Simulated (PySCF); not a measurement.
# Ga: electron affinity

Ga⁻ [Ar] 3d10 4s2 4p2 (3P) → Ga [Ar] 3d10 4s2 4p1 (2P), as a difference of total energies. All numbers are calculated (PySCF 2.14, scalar relativity through the core potential, in aug-cc-pwCVDZ-PP with ECP10MDF). Correlated levels: valence and next inner shell: nothing frozen outside the core potential. The calculations carry no spin-orbit coupling.

```json
{"method": "UHF", "electron affinity (eV)": "-0.061"}
{"method": "MP2 (valence and next inner shell)", "electron affinity (eV)": "0.204"}
{"method": "SCS-MP2 (valence and next inner shell)", "electron affinity (eV)": "0.100"}
{"method": "CCSD (valence and next inner shell)", "electron affinity (eV)": "0.215"}
{"method": "CCSD(T) (valence and next inner shell)", "electron affinity (eV)": "0.243"}
```

The reference lies between the lowest fine-structure levels, while these numbers refer to the centres of the terms.

Errors of the correlated levels include the incompleteness of this basis.

A negative affinity means that the anion lies above the atom at that level of theory.

For comparison: 0.301 eV (measured; photodetachment measurements, as compiled on the Wikipedia data page of electron affinities).
